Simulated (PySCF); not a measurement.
C₄H₁₃FSi₂, SMILES CC(C)(C)[SiH2][SiH2]F, singlet, GFN2-xTB optimised geometry.

```
20

C      0.29    -1.62    -0.88
C      0.86    -0.71     0.21
C      2.38    -0.69     0.10
C      0.47    -1.27     1.58
Si     0.17     1.08     0.00
Si    -2.13     1.08     0.00
F     -2.58     2.63     0.00
H      0.69    -2.63    -0.78
H      0.55    -1.25    -1.87
H     -0.79    -1.68    -0.81
H      2.82    -0.05     0.87
H      2.79    -1.70     0.23
H      2.69    -0.32    -0.87
H      0.87    -0.65     2.38
H      0.86    -2.27     1.71
H     -0.62    -1.31     1.69
H      0.74     1.61    -1.25
H      0.76     1.90     1.07
H     -2.80     0.55    -1.19
H     -2.82     0.55     1.18
```

Density from PBE0/def2-SVP (PySCF) at that geometry.

Minimum of the electron density along straight lines between bonded atoms, close to the bond critical point (lines longer than 1.1 times the sum of covalent radii, or with two minima, are not listed):

```tsv
bond	length / Å	ρ at the minimum / e bohr⁻³	∇²ρ there / e bohr⁻⁵	position (fraction from the first atom)
C1–C2	1.529	0.241	-0.54	0.50
C2–C3	1.527	0.242	-0.54	0.50
C2–C4	1.529	0.241	-0.54	0.50
C2–Si5	1.921	0.111	0.28	0.62
Si6–F7	1.615	0.117	1.07	0.42
C1–H9	1.089	0.276	-1.01	0.62
C1–H10	1.089	0.275	-0.99	0.62
C3–H11	1.088	0.276	-1.01	0.62
C3–H12	1.090	0.274	-0.99	0.62
C3–H13	1.088	0.277	-1.01	0.62
C4–H14	1.088	0.276	-1.01	0.62
C4–H15	1.090	0.274	-0.99	0.62
C4–H16	1.089	0.275	-0.99	0.62
Si5–H17	1.475	0.114	0.31	0.49
Si5–H18	1.474	0.114	0.31	0.49
Si6–H19	1.462	0.119	0.32	0.49
Si6–H20	1.462	0.119	0.32	0.49
```
